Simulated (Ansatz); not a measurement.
Reaction (atomization): `[O][GaH][Cl]`• → Cl• + Ga• + H• + O•

Computed with Ansatz on PBE0-D4/def2-TZVP structures; ΔE is electronic, products minus reactants. CCSD(T)/CBS adds triple-zeta CCSD(T) − MP2 to the extrapolated MP2 energy (def2 sets, frozen cores). This one scheme is used for every species, atoms too. DFT in def2-TZVPP. HSE06 is defined as in plane-wave codes. Open shells (•) are unrestricted, without spin–orbit coupling. Spin–orbit coupling would lower the free atoms: a little for Cl, O; clearly for Ga. For Ga outer-core shells are correlated without core-valence functions, so the limit isn't a true one: a few kJ/mol of doubt a bond, and 10 to 20 or more in all where bonds break to atoms. Scalar relativity is left out up to krypton.

CCSD(T)/CBS gives +10.10 eV.

(1) Another level gave +9.56 eV. Which?
A. BLYP/def2-TZVPP
B. BHLYP-D4/def2-TZVPP
C. ωB97X-V/def2-TZVPP
D. HSE06/def2-TZVPP

Largest T1 diagnostic among the species: 0.015.

Answers

(1) B. BHLYP-D4 9.56, HSE06 9.95, BLYP 9.77, ωB97X-V 10.23 eV.

At CCSD(T), def2-SVP lies −0.81 eV from the extrapolated value and def2-TZVPP −0.23 eV: correlation converges slowly with the basis, and small sets miss more of it in the bonded molecule than in its fragments. The D4 term adds +0.13 eV with B3LYP and +0.07 eV with PBE0; it sums over pairs of atoms, weighted by their polarisabilities, and B3LYP, whose exchange is more repulsive, gets the larger term.

B3LYP here is the variant with VWN-RPA as its local correlation; programs differ in this.

For atomizations the MP2-based limit and the directly extrapolated one differ by several kJ/mol either way, and by 10 to 25 for some Ge, Se and Sn compounds, so smaller differences from it don't rank the levels.
